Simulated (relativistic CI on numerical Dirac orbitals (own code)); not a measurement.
Calculated at this level of theory: Dirac-Coulomb-Breit CI, KLI orbitals optimised for each configuration, model QED (radiative potential, 1s self-energy scaled to tabulated hydrogen-like ionisation energies), unscaled Slater integrals (own radial code, finite nucleus).

The strongest absorption lines from the ground level of an ion, among the configurations computed and to levels below about 413 eV (vacuum wavelength in nm, gf): 4.5424 (0.28), 4.5612 (0.4), 4.5910 (14), 4.6341 (8.8), 4.8773 (12), 5.4674 (0.23), 5.6674 (0.1), 5.8012 (0.093).

(1) Which ion is it?
A. Ta26+
B. Re28+
C. Au32+
D. Re26+

Answers

(1) B. Re28+ has 47 electrons and the ground level 4s²4p⁶4d¹⁰4f ²F°5/2; the strongest line goes to 4s²4p⁶4d⁹4f² ²F5/2. The pattern of lines fixes the number of electrons, and along that sequence the line energies rise steadily with the charge (about as its square where n changes within one kind of shell, about linearly where n is kept but much faster in heavy ions where fine structure, which grows about as Z⁴, sets the gap, and irregularly where shells cross), which fixes Z. Configurations outside the model, such as inner-shell arrays, can give stronger lines. At this charge energies of transitions that change n are usually good to better than 1 %, and those within a shell (Δn = 0) to a few per cent.

LS names give the leading component of a level, which can be under half, so a name can repeat, a term be missing and a line seem to break the LS rules.
